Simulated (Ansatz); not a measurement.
The first iterations of a band of H$_{6}$N$_{2}$OSiZn (11 atoms, charge 0, multiplicity 1).

Method: RKS PBE0-D4/def2-SVP in Ansatz.

```yaml
movable_images: 9
climbing_image: yes
spring: 5.0 eV/Å²
optimiser: lbfgs
start_path: through a guess of the saddle point
force_threshold: 0.03 eV/Å
iteration_limit: 60
end_points: relaxed
```

Image 0:

```xyz
11
Properties=species:S:1:pos:R:3
N -0.880 1.402 -1.050
Si -0.515 -0.179 -0.432
N 0.725 -0.833 -1.454
Zn 0.299 -0.350 1.787
O 0.780 -0.505 3.501
H -1.823 1.764 -0.961
H -0.194 2.147 -1.019
H -1.864 -0.849 -0.509
H 0.564 -0.898 -2.454
H 1.322 -1.583 -1.127
H 1.650 -0.173 3.739
```

Image 10:

```xyz
11
Properties=species:S:1:pos:R:3
N -1.034 1.525 -1.134
Si -1.567 0.018 -0.396
N 0.403 -0.979 -0.576
Zn -0.531 0.092 1.788
O 0.970 -0.909 2.197
H -1.455 1.799 -2.015
H -0.568 2.309 -0.696
H 0.911 -1.116 0.324
H 0.945 -0.352 -1.173
H 0.317 -1.877 -1.051
H 1.675 -0.567 2.753
```

| iteration | highest image above the first end (eV) | largest band force component (eV/Å) |
| --- | --- | --- |
| 1 | 52.137 | 275.872 |
| 2 | 13.680 | 44.960 |
| 3 | 10.769 | 26.510 |
| 4 | 7.142 | 9.383 |
| 5 | 5.795 | 4.534 |
| 6 | 5.104 | 2.818 |
| 7 | 4.719 | 3.170 |
| 8 | 4.392 | 1.991 |
| 9 | 4.164 | 3.985 |
| 10 | 3.946 | 2.943 |
| 11 | 3.869 | 1.408 |
| 12 | 3.323 | 3.026 |
| 13 | 3.293 | 1.526 |
| 14 | 3.269 | 1.356 |
| 15 | 3.206 | 1.823 |
| 16 | 3.181 | 1.245 |
| 17 | 3.151 | 0.713 |
| 18 | 3.115 | 1.490 |
| 19 | 3.107 | 0.736 |
| 20 | 3.110 | 0.901 |

Does the band converge within its limit, and where does its top end?

The run ended unconverged. It ended after 60 iterations with the highest image 3.391 eV above the first end. The band didn't meet its force threshold, so its energies are provisional: the largest band force was still 0.28 eV/Å, and over the last iterations the top stayed at 3.39 eV. The orbitals stay closed-shell, which can raise the energy where a bond breaks towards radicals; this wasn't checked here.

Time of the run: 13 min on 2 threads of AMD EPYC 9R45 96-Core Processor (Zen 5), on a shared host, peak memory 0.33 GiB.
